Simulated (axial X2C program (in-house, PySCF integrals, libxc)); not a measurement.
# SiBr⁺ at several levels of theory

Computed with an in-house all-electron X2C program for linear molecules (integrals from PySCF). Spin-free means the one-electron spin-free X2C Hamiltonian; two-component (2c) means X2C with spin–orbit coupling and atomic mean-field two-electron Coulomb and Gaunt terms, so the difference of the two also holds small scalar two-electron terms. Basis: Br dyall-cv3z [8s9p6d4f1g], Si dyall-v3z [8s7p2d1f] (cores contracted in-house); Gaussian nuclei, density fitting, unrestricted open shells. Masses: Br 78.918 u, Si 27.977 u.

The run was started with this input:
```json
{
 "zs": [
  35,
  14
 ],
 "q": 1,
 "bas": [
  "dyall-cv3z",
  "dyall-v3z"
 ],
 "levels": [
  "PBE0",
  "HF",
  "PBE50"
 ],
 "cc": true,
 "r0": 2.3,
 "thr": -2.0,
 "nmax": 90,
 "npts": 10,
 "nst": 2,
 "ntry": 6
}
```
```bash
python so2c.py task.json out
```

Keys: zs atomic numbers; q charge; bas basis sets; levels methods; cc coupled cluster on or off; r0 starting distance in Å; thr threshold in hartree for freezing inner shells (an s shell follows its p shell); nmax most natural virtual spinors; npts points on the curve; nst determinants followed; ntry starts of the search. HF also brings MP2.

State, spin-free: M_S = 0, Λ = 0 (closed shell); electrons by block: σα: 12, σβ: 12, π+α: 5, π+β: 5, π-α: 5, π-β: 5, δ+α: 1, δ+β: 1, δ-α: 1, δ-β: 1. Fragments: Br + Si+.

State, 2c: Ω = 0 (closed shell); electrons by block: 1/2: 17, -1/2: 17, 3/2: 6, -3/2: 6, 5/2: 1, -5/2: 1. Fragments: Br + Si+.

```tsv
Hamiltonian	level	Re (Å)	ωe (cm⁻¹)	ωexe (cm⁻¹)	Be (cm⁻¹)	αe (cm⁻¹)	De (eV)	D0 (eV)	k (mdyn/Å)	μ (D)
spin-free	PBE0	2.111	530.4	1.41	0.1831	0.000752	4.71	4.68	3.42	4.63
spin-free	HF	2.103	547.3	1.43	0.1846	0.000738	3.14	3.11	3.64	5.09
spin-free	MP2	2.109	544.0	1.38	0.1836	0.000723	4.65	4.62	3.6	n/a
spin-free	CCSD	2.110	540.7	1.47	0.1834	0.000743	4.34	4.31	3.56	n/a
spin-free	CCSD(T)	2.117	531.3	1.49	0.1821	0.000758	4.53	4.50	3.43	n/a
spin-free	PBE50	2.094	551.0	1.4	0.1862	0.000738	4.52	4.49	3.69	4.70
2c	PBE0	2.113	529.4	1.42	0.1829	0.000754	4.62	4.58	3.41	4.62
2c	HF	2.104	546.4	1.43	0.1844	0.000739	2.98	2.95	3.63	5.08
2c	MP2	2.110	543.2	1.38	0.1834	0.000724	4.50	4.46	3.59	n/a
2c	CCSD	2.111	539.8	1.47	0.1832	0.000744	4.18	4.15	3.55	n/a
2c	CCSD(T)	2.118	530.4	1.5	0.182	0.000759	4.38	4.34	3.42	n/a
2c	PBE50	2.095	550.1	1.41	0.186	0.000739	n/a	n/a	3.68	4.70
```

Correlated methods: 10 electrons correlated (number of frozen shells: Br 3 s, 2 p, 1 d; Si 2 s, 1 p), 184 virtual spin orbitals or spinors in MP2, 90 natural virtuals in coupled cluster.

Dipoles are positive if Si is the positive end and refer to the centre of mass.

The state is a single determinant with fixed occupations, the lowest that a limited PBE0 search found. Closed shells are restricted here (equal orbitals for both partners); the stretched side of such a curve lies too high. De is counted from the lowest determinant-based energies of the atoms at the same level, without counterpoise correction. De is not given where an atomic determinant may have missed its ground term or J level, or where the truncated virtual space spoils (T). CCSD and (T) use frozen natural virtuals with an MP2 correction for the truncation; (T) itself is uncorrected, so its De runs slightly low. In 2c an atomic determinant is not the ground J level, so De misses part of the atomic spin–orbit lowering. This holds for PBE0. The functionals have no current-density term, which raises determinants with orbital currents, atoms included.

Rough cost a point (2c) on 1 thread(s) of a shared host, integrals apart: PBE0 0.27 s, HF 0.13 s, CCSD(T) 4 s, PBE50 0.28 s.

The whole task took 94 s on 1 thread of Intel(R) Xeon(R) Processor @ 2.30GHz, with other jobs on the host.
